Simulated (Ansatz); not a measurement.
Relaxation of a periodic cell of 17 atoms, Li16C (host Li, host structure bcc, interstitial C), to a largest force component of 0.03 eV/Å in at most 60 steps.

These are results of DFT PBE, scalar-relativistic, plane waves, PAW (Ansatz), not measurements. Settings: cutoff 420 eV, k mesh 3x3x3, gaussian smearing 0.1 eV, no spin polarisation.

```xyz
17
Lattice="6.9800 0.0000 0.0000 0.0000 6.9800 0.0000 0.0000 0.0000 6.9800" Properties=species:S:1:pos:R:3:forces:R:3
Li 0.000 0.000 0.000 0.00 -0.19 0.10
Li 3.490 0.000 0.000 0.00 -0.02 -0.01
Li 0.000 3.490 0.000 0.00 -0.01 0.00
Li 0.000 0.000 3.490 0.00 0.11 0.35
Li 1.745 1.745 1.745 -0.10 0.00 -0.34
Li 3.490 3.490 0.000 0.00 0.03 0.00
Li 3.490 0.000 3.490 0.00 -0.04 -0.06
Li 5.235 1.745 1.745 0.10 0.00 -0.33
Li 0.000 3.490 3.490 0.00 -0.10 0.33
Li 1.745 5.235 1.745 0.04 0.00 0.06
Li 1.745 1.745 5.235 0.21 0.00 -0.11
Li 3.490 3.490 3.490 0.00 0.04 -0.06
Li 5.235 5.235 1.745 -0.04 0.00 0.06
Li 5.235 1.745 5.235 -0.08 0.00 -0.04
Li 1.745 5.235 5.235 0.02 0.01 0.01
Li 5.235 5.235 5.235 -0.02 0.01 0.00
C 0.016 1.719 6.095 -0.12 0.19 0.03
```

Q: Where does it end, and by what steps?

A: The forces met the threshold. Limits of this set-up: coarse k mesh. After 5 steps the energy has fallen by 0.934 eV; Li4 moved furthest, 0.80 Å. Joined: Li1–Li3 (3.49 → 3.07 Å), Li1–Li4 (3.49 → 2.64 Å), Li2–Li6 (3.49 → 3.03 Å), Li2–Li7 (3.49 → 3.07 Å), Li3–Li9 (3.49 → 2.64 Å), Li4–Li9 (3.49 → 2.70 Å).

```
step  energy less start (eV)  largest force component (eV/Å)  accepted
   0                  0.0000                           0.347       yes
   1                 -0.2483                           0.219       yes
   2                 -0.4731                           0.180       yes
   3                 -0.7111                           0.143       yes
   4                 -0.9004                           0.055       yes
   5                 -0.9338                           0.015       yes
```

```xyz
17
Lattice="6.9800 0.0000 0.0000 0.0000 6.9800 0.0000 0.0000 0.0000 6.9800" Properties=species:S:1:pos:R:3
Li -0.001 -0.214 -0.234
Li 3.494 -0.228 0.169
Li -0.001 3.699 -0.230
Li 0.002 0.396 4.182
Li 1.351 1.742 1.054
Li 3.494 3.717 0.174
Li 3.489 0.236 3.201
Li 5.629 1.742 1.058
Li 0.002 3.094 4.176
Li 1.505 5.237 2.034
Li 1.960 1.746 5.466
Li 3.489 3.250 3.198
Li 5.477 5.237 2.035
Li 5.024 1.746 5.464
Li 1.973 5.228 5.064
Li 5.007 5.228 5.060
C 0.002 1.744 6.104
```

Run time: 29 s on 2 threads of AMD EPYC 7B13 (Zen 3), with other jobs on the host, peak memory 0.63 GiB.
